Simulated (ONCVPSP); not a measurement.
# In (Z = 49), ONCV: configuration errors across variants

indium (In), optimised norm-conserving Vanderbilt (ONCV), made with ONCVPSP 4.0.1 (PBE, scalar-relativistic). Core [Kr] 4d10, reference 5s2 5p0.75 (charge +0.25). Waves: 5s: rc 2.35 bohr, ncon 4, nbas 9, qcut 2.9 1/bohr, 3 projectors, debl 3.8 Ha; 5p: rc 3.15 bohr, ncon 4, nbas 8, qcut 3.1 1/bohr, 2 projectors, debl 2.5 Ha. Local part: polynomial inside 2.10 bohr (lpopt 5, dvloc0 1 Ha). Core correction: Teter function, fcfact 5.5, rcfact 1.3.

All-electron excitation energies from the reference (eV): (1) 5s2 5p1 -0.796; (2) 5s2 5p0 4.568; (3) 5s1 5p0 23.803; (4) 5s1 5p1 11.161.

Errors AE − PS in meV (a dash: test not solved or not reliable):

```json
{"change": "base", "(1)": "-0.4", "(2)": "-16", "(3)": "-200", "(4)": "-48", "bound ghosts": "none", "GHOST(+) flags above zero": "s"}
{"change": "p: qcut 1.8", "(1)": "-0.4", "(2)": "-17", "(3)": "-205", "(4)": "-45", "bound ghosts": "none", "GHOST(+) flags above zero": "s"}
{"change": "p: qcut 2.4", "(1)": "-0.4", "(2)": "-17", "(3)": "-206", "(4)": "-44", "bound ghosts": "none", "GHOST(+) flags above zero": "s"}
{"change": "p: qcut 2.8", "(1)": "-0.4", "(2)": "-16", "(3)": "-203", "(4)": "-46", "bound ghosts": "none", "GHOST(+) flags above zero": "s"}
{"change": "p: qcut 3.4", "(1)": "-0.4", "(2)": "-15", "(3)": "-197", "(4)": "-49", "bound ghosts": "none", "GHOST(+) flags above zero": "s"}
{"change": "p: qcut 3.8", "(1)": "-0.4", "(2)": "-15", "(3)": "-194", "(4)": "-51", "bound ghosts": "none", "GHOST(+) flags above zero": "s"}
{"change": "p: qcut 4", "(1)": "-0.3", "(2)": "-15", "(3)": "-193", "(4)": "-52", "bound ghosts": "none", "GHOST(+) flags above zero": "s"}
{"change": "p: qcut 4.3", "(1)": "-0.3", "(2)": "-15", "(3)": "-191", "(4)": "-53", "bound ghosts": "none", "GHOST(+) flags above zero": "s"}
{"change": "p: qcut 4.6", "(1)": "-0.3", "(2)": "-15", "(3)": "-190", "(4)": "-53", "bound ghosts": "none", "GHOST(+) flags above zero": "s"}
```

Question: Give the same row for: p: qcut 2.1.

Answer: -0.4, -17, -207, -44; bound ghosts: none; GHOST(+) flags above zero: s.
